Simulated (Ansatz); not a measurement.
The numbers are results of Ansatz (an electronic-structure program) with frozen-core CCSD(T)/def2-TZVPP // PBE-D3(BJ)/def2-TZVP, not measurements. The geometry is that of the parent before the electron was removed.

Ansatz 0.2 input:
```yaml
crystal:
  periodic: [false, false, false]
  atoms:
    - { symbol: Cl, position_ang: [-1.907496, -1.125489, -0.053471] }
    - { symbol: In, position_ang: [-0.00541, 0.226405, -0.094842] }
    - { symbol: Cl, position_ang: [1.959375, -1.03304, -0.117706] }
    - { symbol: H, position_ang: [-0.046469, 1.932125, -0.10694] }
basis:
  gaussian: { orbitals: def2-TZVPP }
correlation:
  method: ccsd_t
total_charge: 1
magnetization:
  spin_polarized: true
  initial_magnetization: 1
```

Output:

```
Functional definition: HF
1055 factors; integrals over basis functions are off by at most 9.1e-4 eV
mean field evaluation 1: about -30159.6013 eV, gradient 2.5e1 eV
mean field evaluation 2: about -30159.6034 eV, gradient 2.5e1 eV
mean field evaluation 4: about -30163.9552 eV, gradient 2.8e0 eV
mean field evaluation 8: about -30164.1343 eV, gradient 3.1e-1 eV
mean field evaluation 16: about -30164.1434 eV, gradient 5.9e-2 eV
mean field evaluation 32: about -30164.9619 eV, gradient 4.4e-6 eV
mean field evaluation 64: about -30164.1443 eV, gradient 8.7e-5 eV
mean field evaluation 96: about -30164.9573 eV, gradient 7.2e-2 eV
mean field evaluation 128: about -30164.9293 eV, gradient 1.6e0 eV
mean field evaluation 160: about -30164.7792 eV, gradient 1.8e-2 eV
mean field evaluation 192: about -30163.1296 eV, gradient 9.6e0 eV
mean field evaluation 224: about -30163.9463 eV, gradient 6.9e-2 eV
mean field evaluation 256: about -30163.9471 eV, gradient 2.0e-1 eV
mean field evaluation 288: about -30163.9709 eV, gradient 5.7e-1 eV
mean field evaluation 320: about -30163.9598 eV, gradient 2.6e-1 eV
mean field evaluation 352: about -30163.9525 eV, gradient 1.9e-1 eV
mean field evaluation 384: about -30163.9467 eV, gradient 9.9e-2 eV
mean field -30164.96187617 eV, -1108.5419024036 hartree, gradient 4.4e-6 eV, S^2 0.761072; 15 other end points of the search recorded, 0 dependent functions left out
determinant -30164.96187617 eV, -1108.5419024036 hartree, with singles and doubles -30182.73794800 eV, -1109.1951609943 hartree
determinant -30164.96168154 eV, -1108.5418952511 hartree, with singles and doubles -30182.73778512 eV, -1109.1951550086 hartree
determinant -30164.77942633 eV, -1108.5351974957 hartree, with singles and doubles -30182.50946124 eV, -1109.1867642608 hartree
determinant -30164.77921949 eV, -1108.5351898946 hartree, with singles and doubles -30182.50926655 eV, -1109.1867571060 hartree
determinant -30164.43521242 eV, -1108.5225478680 hartree, with singles and doubles -30182.63952131 eV, -1109.1915438804 hartree
determinant -30164.14431184 eV, -1108.5118574689 hartree, with singles and doubles -30182.48914125 eV, -1109.1860175148 hartree
determinant -30164.96187617 eV, -1108.5419024036 hartree, with singles and doubles -30182.67607609 eV, -1109.1928872438 hartree
determinant -30164.96168154 eV, -1108.5418952511 hartree, with singles and doubles -30182.67591372 eV, -1109.1928812765 hartree
determinant -30164.77942633 eV, -1108.5351974957 hartree, with singles and doubles -30182.44730008 eV, -1109.1844798805 hartree
determinant -30164.77921949 eV, -1108.5351898946 hartree, with singles and doubles -30182.44710566 eV, -1109.1844727355 hartree
determinant -30164.43521242 eV, -1108.5225478680 hartree, with singles and doubles -30182.57879670 eV, -1109.1893122919 hartree
determinant -30164.96187617 eV, -1108.5419024036 hartree, with singles and doubles -30182.69939870 eV, -1109.1937443337 hartree
determinant -30164.96168154 eV, -1108.5418952511 hartree, with singles and doubles -30182.69924938 eV, -1109.1937388464 hartree
determinant -30164.77942633 eV, -1108.5351974957 hartree, with singles and doubles -30182.46120020 eV, -1109.1849907004 hartree
determinant -30164.77921949 eV, -1108.5351898946 hartree, with singles and doubles -30182.46101942 eV, -1109.1849840568 hartree
determinant -30164.43521242 eV, -1108.5225478680 hartree, with singles and doubles -30182.58689871 eV, -1109.1896100355 hartree
determinant -30164.14431184 eV, -1108.5118574689 hartree, with singles and doubles -30182.51077813 eV, -1109.1868126556 hartree
14 core orbitals not correlated
reference -30164.96187617 eV, -1108.5419024036 hartree; 14, 13 occupied and 120, 121 virtual orbitals, 1055 factors
second order -16.67305015 eV of doubles, -0.00000000 eV of singles
cycle   1  -17.73751636 eV  change    6.2e-6 eV  update   3.9e-6
perturbative correction -0.67497903 eV, -0.0248050217 hartree
Total energy: -30183.37437155 eV, -1109.2185491285 hartree
```

Cost: about 30 core-minutes (a rough figure).
